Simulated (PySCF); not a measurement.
ECD: `C(#C)[SiH2][C@@H]1[Se]C[C@H]1F`, C5H7FSeSi

Molfile (atoms numbered from 1):
```
C5H7FSeSi
     RDKit          3D

 15 15  0  0  0  0  0  0  0  0999 V2000
    2.8463   -1.7300   -0.6954 C   0  0  0  0  0  0  0  0  0  0  0  0
    2.3375   -0.7909   -0.1424 C   0  0  0  0  0  0  0  0  0  0  0  0
    1.5201    0.6403    0.6915 Si  0  0  0  0  0  4  0  0  0  0  0  0
   -0.1777    0.7999   -0.1686 C   0  0  2  0  0  0  0  0  0  0  0  0
   -1.5370    2.0073    0.6744 Se  0  0  0  0  0  2  0  0  0  0  0  0
   -2.4624    0.3762    0.0464 C   0  0  0  0  0  0  0  0  0  0  0  0
   -1.1446   -0.3755   -0.0726 C   0  0  1  0  0  0  0  0  0  0  0  0
   -1.0935   -1.2111   -1.1649 F   0  0  0  0  0  0  0  0  0  0  0  0
    3.2929   -2.5515   -1.1781 H   0  0  0  0  0  0  0  0  0  0  0  0
    2.2707    1.8794    0.4805 H   0  0  0  0  0  0  0  0  0  0  0  0
    1.2923    0.3338    2.1069 H   0  0  0  0  0  0  0  0  0  0  0  0
   -0.0913    1.1123   -1.2123 H   0  0  0  0  0  0  0  0  0  0  0  0
   -2.9150    0.5576   -0.9283 H   0  0  0  0  0  0  0  0  0  0  0  0
   -3.1940   -0.0319    0.7403 H   0  0  0  0  0  0  0  0  0  0  0  0
   -0.9487   -1.0080    0.8008 H   0  0  0  0  0  0  0  0  0  0  0  0
  1  2  3  0
  2  3  1  0
  3  4  1  0
  4  5  1  0
  5  6  1  0
  6  7  1  0
  7  8  1  0
  7  4  1  0
  1  9  1  0
  3 10  1  0
  3 11  1  0
  4 12  1  6
  6 13  1  0
  6 14  1  0
  7 15  1  1
M  END
```

Computed with PySCF, TDDFT PBE0/aug-cc-pVDZ circular dichroism and optical rotation, one conformer, gas phase. Geometry: GFN2-xTB.

The molecule is flexible and this is one conformer; a measurement averages over conformers. The calculation is non-relativistic, which matters for the atoms heavier than Zn.

(1) Assign R or S to each stereocentre.

(2) Which excitations and rotatory strengths does the calculation give?

## Answers

(1) C4 R, C7 R.

(2) Rotatory strengths R in 10⁻⁴⁰ esu² cm², velocity form and length form (origin at the centre of mass); f in length form.
| state | E (eV) | λ (nm) | f | R (velocity) | R (length) | main |
| --- | --- | --- | --- | --- | --- | --- |
| 1 | 3.85 | 322 | 0.001 | +10.6 | +10.7 | HOMO→LUMO 0.94 |
| 2 | 5.02 | 247 | 0.020 | -9.0 | -9.0 | HOMO→LUMO+1 0.48, HOMO→LUMO+2 0.47 |
| 3 | 5.27 | 235 | 0.017 | -15.8 | -15.2 | HOMO→LUMO+2 0.48, HOMO→LUMO+1 0.47 |
| 4 | 5.55 | 223 | 0.004 | -2.2 | -2.2 | HOMO→LUMO+3 0.94 |
| 5 | 5.81 | 213 | 0.026 | +19.4 | +19.3 | HOMO→LUMO+4 0.52, HOMO→LUMO+5 0.37 |
| 6 | 5.91 | 210 | 0.012 | -10.0 | -10.0 | HOMO→LUMO+5 0.58, HOMO→LUMO+4 0.30 |
| 7 | 5.97 | 208 | 0.005 | -9.4 | -9.3 | HOMO−2→LUMO 0.51, HOMO−2→LUMO+1 0.18 |
| 8 | 6.02 | 206 | 0.029 | +14.0 | +14.5 | HOMO→LUMO+6 0.37, HOMO−1→LUMO 0.27 |

Among the states computed, the strongest CD band (largest |R|) is state 5. The largest dissymmetry factor in size, g = 4R/(D+G), with D and G the electric and magnetic dipole strengths, is +0.04 for state 1 (velocity form, f = 0.002), among bands with |R| over 0.5. The mirror image has the same energies and oscillator strengths and all R with the opposite sign.
